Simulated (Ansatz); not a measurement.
One change: `[F][InH][SiH3]` becomes `[OH][InH][F]`.

Ansatz, PBE0-D4/def2-TZVP geometries, multiplicity 1. Each molecule was computed in one conformer, which needn't be the lowest.

Elements past krypton have def2 core potentials.

```csv
property,`[F][InH][SiH3]`
HOMO energy (PBE0/def2-TZVPP) / eV,-7.89
size of the dipole moment (ωB97M-V/def2-TZVPP) / D,3.17
HOMO energy (ωB97M-V/def2-TZVPP) / eV,-9.91
HOMO energy (B3LYP/def2-TZVPP) / eV,-7.70
size of the dipole moment (PBE/def2-TZVPP) / D,2.96
LUMO energy (B3LYP/def2-TZVPP) / eV,-2.32
```

What does the change do to each property? (An estimate is asked.)

The calculation gave: 
| property | `[OH][InH][F]` | shift |
| --- | --- | --- |
| HOMO energy (PBE0/def2-TZVPP) / eV | -8.90 | -1.01 |
| size of the dipole moment (ωB97M-V/def2-TZVPP) / D | 4.17 | 1.00 |
| HOMO energy (ωB97M-V/def2-TZVPP) / eV | -11.33 | -1.42 |
| HOMO energy (B3LYP/def2-TZVPP) / eV | -8.65 | -0.95 |
| size of the dipole moment (PBE/def2-TZVPP) / D | 3.91 | 0.95 |
| LUMO energy (B3LYP/def2-TZVPP) / eV | -1.79 | 0.53 |

With PBE0 the HOMO falls by 1.01 eV and the LUMO rises by 0.64 eV, so the gap widens by about 1.65 eV. PBE moves the HOMO by -0.51 eV and ωB97M-V by -1.42 eV. Dipoles are sizes alone; their direction can turn.

B3LYP here is the variant with VWN-RPA as its local correlation; programs differ in this.
